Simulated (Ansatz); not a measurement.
Relaxation of ClGeH$_{5}$O (8 atoms, charge 0, multiplicity 1), to a largest force component of 0.03 eV/Å in at most 50 steps.

These are results of RKS PBE/def2-SVP in Ansatz, not measurements.

```xyz
8
Properties=species:S:1:pos:R:3
Ge -0.142 0.136 0.058
O -0.157 0.053 1.836
H -1.057 0.147 2.194
H 1.340 0.076 -0.360
H -0.884 1.402 -0.445
Cl -1.246 -1.549 -0.787
H 1.118 -2.167 0.905
H 1.027 -1.792 1.513
```

Problem. Where does it end, and by what steps?

Solution. The forces met the threshold. After 18 steps the energy has fallen by 0.211 eV; H7 moved furthest, 1.64 Å.

```csv
step,energy less start (eV),largest force component (eV/Å),accepted
0,0.0000,1.624,yes
1,-0.1221,0.198,yes
2,-0.1584,0.058,yes
3,-0.1683,0.318,yes
4,-0.1761,0.064,yes
5,-0.1801,0.067,yes
6,-0.1821,0.493,yes
7,-0.1909,0.196,yes
8,-0.1875,0.270,no
9,-0.1937,0.100,yes
10,-0.1983,0.104,yes
11,-0.2016,0.179,yes
12,-0.2035,0.218,yes
13,-0.2058,0.225,yes
14,-0.2083,0.181,yes
15,-0.2098,0.120,yes
16,-0.2104,0.079,yes
17,-0.2105,0.052,yes
18,-0.2108,0.029,yes
```

```xyz
8
Properties=species:S:1:pos:R:3
Ge -0.360 0.483 -0.258
O 0.112 -0.170 1.344
H -0.666 -0.340 1.909
H 0.973 0.641 -1.014
H -1.207 1.773 -0.111
Cl -1.617 -0.960 -1.308
H 1.521 -2.890 2.322
H 1.242 -2.232 2.031
```

Whether the end is a true minimum wasn't checked by a vibrational analysis.

Time of the run: 29 s on 2 threads of Arm Neoverse V1, with other jobs on the host, peak memory 0.13 GiB.
